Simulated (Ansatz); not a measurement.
Start from `[F][Sn][O][SiH3]` and change one atom or group to get `[SiH3][O][Sn][O][SiH3]`.

Ansatz, PBE0-D4/def2-TZVP geometries, multiplicity 1. Each molecule was computed in one conformer, which needn't be the lowest.

Elements past krypton have def2 core potentials.

| property | `[F][Sn][O][SiH3]` |
| --- | --- |
| HOMO energy (B3LYP/def2-TZVPP) / eV | -8.22 |
| HOMO–LUMO gap (B3LYP/def2-TZVPP) / eV | 5.36 |
| HOMO energy (PBE/def2-TZVPP) / eV | -7.09 |
| size of the dipole moment (B3LYP/def2-TZVPP) / D | 3.08 |
| HOMO energy (PBE0/def2-TZVPP) / eV | -8.40 |
| LUMO energy (ωB97M-V/def2-TZVPP) / eV | -0.85 |

Q: What does the change do to each property? (Best estimate.)

A: The calculation gave: 
```tsv
property	`[SiH3][O][Sn][O][SiH3]`	shift
HOMO energy (B3LYP/def2-TZVPP) / eV	-8.00	0.22
HOMO–LUMO gap (B3LYP/def2-TZVPP) / eV	5.31	-0.05
HOMO energy (PBE/def2-TZVPP) / eV	-6.80	0.29
size of the dipole moment (B3LYP/def2-TZVPP) / D	2.46	-0.62
HOMO energy (PBE0/def2-TZVPP) / eV	-8.21	0.19
LUMO energy (ωB97M-V/def2-TZVPP) / eV	-0.74	0.11
```

Dipoles are sizes alone; their direction can turn.

B3LYP here is the variant with VWN-RPA as its local correlation; programs differ in this.
